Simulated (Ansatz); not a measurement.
`[SiH3][SiH]1COC1` → `CC1(O)[SiH2][SiH2]1`  (isomerisation)

Computed with Ansatz on PBE0-D4/def2-TZVP structures; ΔE is electronic, products minus reactants. CBS: MP2 limit from def2 TZ/QZ plus the TZ coupled-cluster correction, frozen cores. One conformer a species, not always the lowest.

```csv
level,ΔE (kJ/mol)
CCSD(T)/def2-SVP,11.4
CCSD(T)/def2-TZVPP,21.9
```

Q: What does CCSD(T)/CBS give? (Best estimate.)

A: The calculation gave: +18.4 kJ/mol. The listed levels differ from it by -7.0, 3.5 kJ/mol.

Largest T1 diagnostic among the species: 0.013.

At CCSD(T), def2-SVP lies −7.0 kJ/mol from the extrapolated value and def2-TZVPP +3.6 kJ/mol. In def2-TZVPP, CCSD(T) changes the Hartree–Fock value by −22.5 kJ/mol (the triples alone add −3.8 kJ/mol) and MP2 by −28.8 kJ/mol. From PBE to PBE0 (25 % exact exchange), in def2-TZVPP and without D4, ΔE moves by +3.3 kJ/mol.

CCSD(T)/CBS has its own doubt, a few kJ/mol and more with outer-core shells, so smaller differences from it don't rank the levels.
